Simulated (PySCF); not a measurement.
Geometry:
```
atom   x (Å)   y (Å)   z (Å)
  N1   2.143   1.465  -1.784
  C2   1.956   0.851  -0.819
  C3   1.700   0.081   0.388
  N4   0.752  -0.741   0.539
 Si5  -0.548  -1.186  -0.571
 Si6  -2.443  -0.075   0.254
  H7   2.419   0.271   1.206
  H8  -0.700  -2.665  -0.468
  H9  -0.270  -0.807  -1.994
 H10  -2.639  -0.413   1.695
 H11  -3.648  -0.490  -0.527
 H12  -2.245   1.400   0.111
```

Geometry: PBE0-D3(BJ)/def2-SVP; GIAO absolute shieldings from PySCF 2.14.0 with density-fitted response routines, gas phase, non-relativistic, averaged over equivalent atoms.

At BLYP/pcSseg-1 (146 basis functions, 26 s wall time on 1 thread of an Arm Neoverse N1, shared host):
```
      atoms  σ (ppm)
         N4   -188.0
         N1    -56.6
         C3     28.7
         C2     64.8
        Si5    370.7
        Si6    430.0
         H7    23.31
      H8/H9    25.98
H10/H11/H12    27.78
```

**Question.** Estimate the result of repeating the calculation with LC-wPBE/pcSseg-1.

**Answer.** 
| atoms | σ at LC-wPBE/pcSseg-1 | change |
| --- | --- | --- |
| N4 | -192.2 | -4.2 |
| N1 | -50.4 | +6.2 |
| C3 | 32.2 | +3.5 |
| C2 | 69.7 | +4.9 |
| Si5 | 401.1 | +30.4 |
| Si6 | 462.0 | +32.0 |
| H7 | 23.44 | +0.13 |
| H8/H9 | 26.12 | +0.14 |
| H10/H11/H12 | 27.80 | +0.02 |

The largest change is at Si6 (silicon bonded to Si, 3 H). Cost: 146 basis functions, 32 s wall time on 1 thread of an Arm Neoverse N1, shared host.
